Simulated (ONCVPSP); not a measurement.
## fluorine (F) ONCV: all-electron and pseudo phase curves

```json
{
  "Element": "fluorine (F)",
  "Generator": "ONCVPSP 4.0.1",
  "Type": "optimised norm-conserving Vanderbilt (ONCV)",
  "Functional": "PBE",
  "Relativity": "scalar-relativistic",
  "Frozen core": "[He]",
  "Valence charge": "7",
  "Reference configuration": "2s2 2p5",
  "Partial waves": "2s: rc 0.75 bohr, ncon 3, nbas 8, qcut 8.4 1/bohr, 2 projectors, debl 2.7 Ha; 2p: rc 1.90 bohr, ncon 3, nbas 8, qcut 5.8 1/bohr, 1 projector",
  "Local potential": "polynomial inside 0.65 bohr (lpopt 5, dvloc0 -1 Ha)",
  "Core correction": "Teter function, fcfact 3.25, rcfact 1.45"
}
```

The phase is arctan(r·R′/R) of the radial function R(r), unwrapped; energies in Ha, scanned from -3 to 5 Ha. A pole is an energy at which the radial function vanishes at the test radius. The pseudo phase is shifted by a multiple of π to meet the all-electron one at the reference energy, and phase errors are pseudo minus all-electron; the curves can meet again beyond the range given. Levels narrower than the energy grid can be missing from the lists of poles.

```csv
channel,radius (bohr),reference energy (Ha),"poles, all-electron","poles, pseudo",unbroken range about the reference energy with phases within 0.05 rad,phase error 1 Ha above the reference energy (rad)
s,0.76,-1.10,none,none,the whole range,+0.000
p,1.92,-0.41,"-0.17, 3.92","-0.17, 4.06",below 0.3,+0.112
```

Phases in the p channel:

```tsv
E (Ha)	all-electron	pseudo
-2.98	1.296	1.296
-2.76	1.281	1.281
-2.54	1.264	1.264
-2.32	1.243	1.244
-2.10	1.218	1.220
-1.88	1.186	1.188
-1.66	1.143	1.147
-1.44	1.082	1.089
-1.22	0.987	0.998
-1.00	0.810	0.827
-0.78	0.374	0.402
-0.56	-0.658	-0.648
-0.34	-1.349	-1.348
-0.12	-1.622	-1.611
0.10	-1.784	-1.757
0.32	-1.923	-1.871
0.54	-2.081	-1.984
0.76	-2.302	-2.120
0.98	-2.651	-2.303
1.20	-3.163	-2.574
1.42	-3.674	-2.964
1.64	-4.016	-3.420
1.86	-4.221	-3.800
2.08	-4.350	-4.057
2.30	-4.438	-4.226
2.52	-4.502	-4.341
2.74	-4.552	-4.425
2.96	-4.591	-4.489
3.18	-4.625	-4.541
3.40	-4.654	-4.587
3.62	-4.679	-4.628
3.84	-4.704	-4.669
4.06	-4.727	-4.712
4.28	-4.749	-4.764
4.50	-4.773	-4.837
4.72	-4.798	-4.960
4.94	-4.825	-5.258
```
